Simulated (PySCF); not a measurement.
N,N,N',N'-tetramethyl-p-phenylenediamine radical cation, C10H16N2 (charge +1 and doublet state).
Cartesian coordinates in Å at the PBE0-D3(BJ)/def2-SVP level; atoms count from 1:
```xyz
28
C10H16N2 angstrom
C     -3.639    0.628    0.566
N     -2.762   -0.194   -0.249
C     -3.355   -1.134   -1.183
C     -1.421   -0.095   -0.131
C     -0.544   -0.911   -0.906
C      0.816   -0.812   -0.787
C      1.418    0.113    0.118
N      2.759    0.212    0.236
C      3.636   -0.630   -0.557
C      3.351    1.133    1.190
C      0.541    0.926    0.897
C     -0.819    0.827    0.777
H     -3.492    1.699    0.352
H     -3.465    0.452    1.638
H     -4.680    0.375    0.342
H     -4.443   -1.022   -1.164
H     -3.109   -2.173   -0.912
H     -3.009   -0.944   -2.210
H     -0.949   -1.637   -1.610
H      1.437   -1.463   -1.400
H      3.439   -0.504   -1.632
H      3.514   -1.693   -0.295
H      4.676   -0.346   -0.367
H      3.062    0.878    2.222
H      4.442    1.077    1.115
H      3.047    2.170    0.981
H      0.945    1.648    1.605
H     -1.440    1.475    1.393
```

The hyperfine couplings belong to this conformer and change with its torsions.

The species is N,N,N',N'-tetramethyl-p-phenylenediamine radical cation (`c1(N(C)C)ccc(cc1)N(C)C`) [SMILES of the parent framework; charge +1 and doublet state].

Level of theory: UKS B3LYP, IGLO-III on C N, pcH-1 on H, non-relativistic, mean-field spin-orbit, GIAO (PySCF 2.14.0). Isolated species at its PBE0-D3(BJ)/def2-SVP geometry, gas phase. No stability test was run, so a lower SCF solution isn't excluded.

(1) Give the principal g shifts and their parts.

(2) Average each term over the three axes. Which is largest in size?

(3) What effective moment and Curie constant follow for a powder?

(4) What are the electron Larmor frequencies g μB B/h along the three axes at 3350 mT?

(5) In a frozen sample, at which fields do the three g values resonate at 9.5, 34, 94 and 263 GHz (hyperfine left aside), and which band first spreads them over more than twice a line width of 1.0 mT?

## Answers

(1) 
```tsv
Δg (ppm)	1	2	3
relativistic mass correction	-199	-199	-199
gauge correction	15	53	63
orbital Zeeman/spin–orbit	-8	1030	1712
total	-191	885	1577
```

So g = 2.00213, 2.00320, 2.00390 and g_iso = 2.00308; the tensor is rhombic: the two nearest values differ by 39 % of g3 − g1. Axes: g2 points within 1° of the N2–C4 bond.

(2) The orbital-Zeeman/spin–orbit term 912, the mass correction -199 and the gauge correction 44 ppm, for a total of 757 ppm. The orbital-Zeeman/spin–orbit term is the largest in size. The mass correction is the same along every axis, so the anisotropy comes from the other two: their spans along these axes are 49 (gauge) and 1720 ppm (orbital Zeeman/spin–orbit).

(3) With the mean of g² = 4.0123 and S(S+1) = 0.75: μ_eff = √(⟨g²⟩S(S+1)) = 1.735 μB and χT = 0.12505·⟨g²⟩·S(S+1) = 0.376 cm³ K/mol (cgs; spin-Hamiltonian part alone).

(4) 93.8746, 93.9251, 93.9575 GHz for g1, g2 and g3, a range of 82.9 MHz.

(5) 
```
band    GHz  B(g3) mT  B(g2) mT  B(g1) mT  spread mT
   X    9.5    338.72    338.83    339.02       0.30
   Q   34.0   1212.25   1212.67   1213.32       1.07
   W   94.0   3351.51   3352.67   3354.47       2.96
   J  263.0   9377.11   9380.35   9385.39       8.28
```

The spread grows in proportion to the frequency. W band is the first where it exceeds 2.0 mT.

Largest spin populations (Mulliken): N2 (+0.29), N8 (+0.29), C7 (+0.10) and C4 (+0.10).

The HOMO–LUMO gaps are 4.64 eV among the α and 3.10 eV among the β orbitals.
